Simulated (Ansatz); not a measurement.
Process, species as SMILES: C=[SiH2] (CH2-SiH2) → C=[SiH-] + H+
B3LYP-D3(BJ)/def2-TZVP geometries, fixed; electronic energies without zero-point terms.
Largest species:
```
Si
C 1 1.7009
H 2 1.0823 1 122.25
H 2 1.0823 3 115.51 1 180.00
H 1 1.4730 2 122.63 3 0.00
H 1 1.4730 5 114.74 2 -180.00
```
Charge 0, spin multiplicity 1.

Basis-set convergence of the deprotonation energy at B2PLYP with Ansatz (an electronic-structure program). Cartesian d functions, on some or all atoms, in 6-31G*, 6-31+G*, 6-311G**, 6-311+G**; all else is spherical. Cores are frozen. The proton leaves the site shown, which need not be the most acidic. No added dispersion term, no relativity. Functions are those of the species that has most. Reference: the value in aug-pcseg-3, 363.30 kcal/mol, itself unsure by roughly 0.23 kcal/mol (its mean distance from aug-cc-pV(Q+d)Z, def2-QZVPPD). Deviations are taken from unrounded values.

| basis | functions | deprotonation energy (kcal/mol) |
|---|---|---|
| 6-31G* | 42 | 370.71 |
| 6-31+G* | 50 | 361.17 |
| def2-SVP | 52 | 371.43 |
| def2-SVPD | 76 | 365.56 |
| pcseg-1 | 52 | 366.96 |
| aug-pcseg-1 | 86 | 361.88 |
| cc-pV(D+d)Z | 57 | 370.75 |
| aug-cc-pV(D+d)Z | 91 | 360.95 |
| 6-311G** | 69 | 368.16 |
| 6-311+G** | 77 | 363.23 |
| def2-TZVP | 92 | 366.44 |
| def2-TZVPD | 116 | 363.85 |
| pcseg-2 | 120 | 366.42 |
| aug-pcseg-2 | 188 | 363.29 |
| cc-pV(T+d)Z | 125 | 367.92 |
| aug-cc-pV(T+d)Z | 193 | 362.78 |
| def2-TZVPP | 129 | 366.78 |
| def2-TZVPPD | 153 | 364.36 |
| cc-pV(Q+d)Z | 239 | 365.34 |
| aug-cc-pV(Q+d)Z | 353 | 363.25 |
| def2-QZVPP | 247 | 364.52 |
| def2-QZVPPD | 271 | 363.70 |
| pcseg-3 | 256 | 363.92 |
| aug-pcseg-3 | 370 | 363.30 |

What the diffuse functions change, pair by pair:
- 6-31G* to 6-31+G*: 8 more functions, deviation 7.41 to -2.13 kcal/mol
- def2-SVP to def2-SVPD: 24 more functions, deviation 8.13 to 2.26 kcal/mol
- pcseg-1 to aug-pcseg-1: 34 more functions, deviation 3.66 to -1.43 kcal/mol
- cc-pV(D+d)Z to aug-cc-pV(D+d)Z: 34 more functions, deviation 7.44 to -2.35 kcal/mol
- 6-311G** to 6-311+G**: 8 more functions, deviation 4.86 to -0.08 kcal/mol
- def2-TZVP to def2-TZVPD: 24 more functions, deviation 3.13 to 0.55 kcal/mol
- pcseg-2 to aug-pcseg-2: 68 more functions, deviation 3.12 to -0.01 kcal/mol
- cc-pV(T+d)Z to aug-cc-pV(T+d)Z: 68 more functions, deviation 4.62 to -0.52 kcal/mol
- def2-TZVPP to def2-TZVPPD: 24 more functions, deviation 3.48 to 1.05 kcal/mol
- cc-pV(Q+d)Z to aug-cc-pV(Q+d)Z: 114 more functions, deviation 2.04 to -0.06 kcal/mol
- def2-QZVPP to def2-QZVPPD: 24 more functions, deviation 1.21 to 0.40 kcal/mol
- pcseg-3 to aug-pcseg-3: 114 more functions, deviation 0.61 to 0.00 kcal/mol

Leaving out the reference's own pair, they bring the value nearer the reference by more than 0.23 kcal/mol in 11 of 11 pairs.
